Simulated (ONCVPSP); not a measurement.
# Mo, ONCV: configuration errors across variants

```
Element                 : molybdenum
Generator               : ONCVPSP 4.0.1
Type                    : optimised norm-conserving Vanderbilt (ONCV)
Functional              : PBE
Relativity              : scalar-relativistic
Frozen core             : [Ar] 3d10
Valence charge          : 14
Reference configuration : 4s2 4p6 4d5 5s1
Partial waves           : 4s+5s: rc 1.65 bohr, ncon 4, nbas 8, qcut 7.4 1/bohr, 2 projectors; 4p: rc 1.55 bohr, ncon 4, nbas 7, qcut 8.8 1/bohr, 2 projectors, debl 3.5 Ha; 4d: rc 1.55 bohr, ncon 4, nbas 7, qcut 10.9 1/bohr, local
Local potential         : the d channel
Core correction         : Teter function, fcfact 3, rcfact 1.6
```

All-electron excitation energies from the reference (eV): (1) 4s2 4p6 4d5 5s0 6.890; (2) 4s2 4p6 4d4 5s0 22.352; (3) 4s2 4p6 4d3 5s0 49.096; (4) 4s2 4p6 4d4 5s1 5p1 3.740.

A true bound ghost makes a file unfit for plane-wave use even where its test errors are small: the radial tests pick states by their node count and pass the ghost by.

Errors AE − PS in meV (a dash: test not solved or not reliable):

```tsv
change	(1)	(2)	(3)	(4)	bound ghosts	GHOST(+) flags above zero
base	-2.0	-0.8	+1.4	+1.2	none	none
all radii but the core radius scaled by about 0.79 (s 1.30, p 1.22, d 1.22 bohr)	-1.7	+0.3	+4.1	+2.3	none	s
all radii but the core radius scaled by about 0.84 (s 1.38, p 1.30, d 1.30 bohr)	-1.5	+0.2	+3.0	+1.7	s	none
all radii but the core radius scaled by about 0.91 (s 1.50, p 1.42, d 1.42 bohr)	-1.8	-0.5	+1.7	+1.3	none	s
all radii but the core radius scaled by about 1.03 (s 1.70, p 1.60, d 1.60 bohr)	-2.1	-0.8	+1.7	+1.2	none	none
all radii but the core radius scaled by about 1.07 (s 1.78, p 1.66, d 1.66 bohr)	-2.2	-0.9	+1.7	+1.1	none	none
all radii but the core radius scaled by about 1.16 (s 1.90, p 1.80, d 1.80 bohr)	-2.5	-1.6	+0.5	+0.1	none	none
all radii but the core radius scaled by about 1.21 (s 2.00, p 1.88, d 1.88 bohr)	-2.6	-0.6	+4.1	+1.8	none	none
all radii but the core radius scaled by about 1.25 (s 2.06, p 1.94, d 1.94 bohr)	-2.7	-1.3	+2.5	+0.8	none	none
all radii but the core radius scaled by about 1.31 (s 2.16, p 2.02, d 2.02 bohr)	-2.8	-2.4	-0.2	-1.4	none	none
```

Question: Give the same row for: all radii but the core radius scaled by about 0.96 (s 1.58, p 1.48, d 1.48 bohr).

Answer: -1.9, -0.7, +1.4, +1.2; bound ghosts: none; GHOST(+) flags above zero: s.
